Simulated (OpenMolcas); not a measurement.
**Cd⁺: RASPT2 settings compared**

```json
{"Program": "OpenMolcas", "Basis": "ANO-RCC-VTZP [7s6p4d2f1g]", "Scalar Hamiltonian": "DKH2, point nucleus", "Active space": "1 electron in 9 orbitals (RAS2 5s 5p; RAS3 5d, at most 1 electron)", "State averaging": "2S+1 = 2 even, 1 root; 2S+1 = 2 odd, 3 roots", "Spin-orbit coupling": "state interaction with AMFI integrals over the reference wave functions, term energies averaged over their components"}
```

Methods on the same reference wave functions:
A. RASSCF
B. SS-RASPT2, IPEA 0.6 Eh, no level shift (closed shells correlated: 4d)
C. XMS-RASPT2, IPEA 0.1 Eh, sigma2 regulariser 0.4 Eh (closed shells correlated: 4s 4p 4d)

Energies in eV above 5s 2S 1/2, the measured ground level; measured values from NIST Handbook of Basic Atomic Spectroscopic Data.

| Level | A | B | C | Measured |
| --- | --- | --- | --- | --- |
| 5s 2S 1/2 | 0.0000 | 0.0000 | 0.0000 | 0.0000 |
| 5p 2P* 1/2 | 5.0580 | 5.577 | 5.665 | 5.4722 |
| 5p 2P* 3/2 | 5.2769 | 5.796 | 5.884 | 5.7800 |

Deviations, from unrounded energies. A percentage is the sum of absolute deviations over the sum of measured energies, with the sign that they share, or ± where signs differ.

```tsv
Against measurement	Levels	A	B	C
mean absolute deviation (cm-1)	2	3700	490	1200
other configurations (%)	2	-8.2	+1.1	+2.6
```

B lies closest to measurement on these levels and A furthest from it. The largest miss of B in the table is 5p 2P* 1/2, by +850 cm-1. The ranking rests on the paired levels alone, and a cruder setting can come out closer through cancelling errors.

Between B and C the level of the table that moves most is 5p 2P* 1/2, by 710 cm-1 (lowest in B, highest in C).

The lowest spin-free term lies below A's lowest term by 0.320 hartree in B, 0.540 hartree in C.

With one active electron outside closed inactive shells, the extra shells (5d) add no correlation to the reference. With one active electron the reference holds no correlation, so core polarisation is missing (holds for A). With one active electron, CASPT2 adds the correlation within the correlated inactive shells and between them and that electron, and leaves the splitting within a term as the reference gives it (holds for B; C). Computed and measured levels are paired by configuration, term and J; levels that our copy of the source lacks, or whose pairing is in doubt (as where it misses far off the trend of its configuration), stay unpaired and out of the deviations. Levels of configurations outside the active space are missing.

* marks odd parity.
